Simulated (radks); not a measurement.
Problem. Species: the terbium ion Tb49+. Configuration: [Ne] 3s2 3p4. All-electron calculation, Dirac Kohn-Sham, exchange-only PBE, spin-unpolarised, spherical densities, finite nucleus; open shells fill j = l - 1/2 first; Fermi nuclear charge, rms radius 5.06 fm. Program: a radial shooting solver on a logarithmic mesh with Libxc functionals. Some entries of the table are withheld. Estimate them.

| orbital | occ. | eigenvalue (hartree) | r(max) (bohr) | <r> (bohr) |
|---|---|---|---|---|
| 1s1/2 | 2 | (1) | 0.01364 | 0.02150 |
| 2s1/2 | 2 | (2) | 0.07726 | 0.08993 |
| 2p1/2 | 2 | (3) | 0.05826 | (4) |
| 2p3/2 | 4 | (5) | 0.06407 | (6) |
| 3s1/2 | 2 | -170.5979 | 0.2084 | 0.2194 |
| 3p1/2 | 2 | -165.3087 | (7) | (8) |
| 3p3/2 | 2 | -158.1451 | (9) | (10) |

Solution. 
(1) 1s1/2 eigenvalue (hartree): -2027.104
(2) 2s1/2 eigenvalue (hartree): -434.3958
(3) 2p1/2 eigenvalue (hartree): -420.1529
(4) 2p1/2 <r> (bohr): 0.07498
(5) 2p3/2 eigenvalue (hartree): -392.0999
(6) 2p3/2 <r> (bohr): 0.08168
(7) 3p1/2 r(max) (bohr): 0.1947
(8) 3p1/2 <r> (bohr): 0.2071
(9) 3p3/2 r(max) (bohr): 0.2051
(10) 3p3/2 <r> (bohr): 0.2173
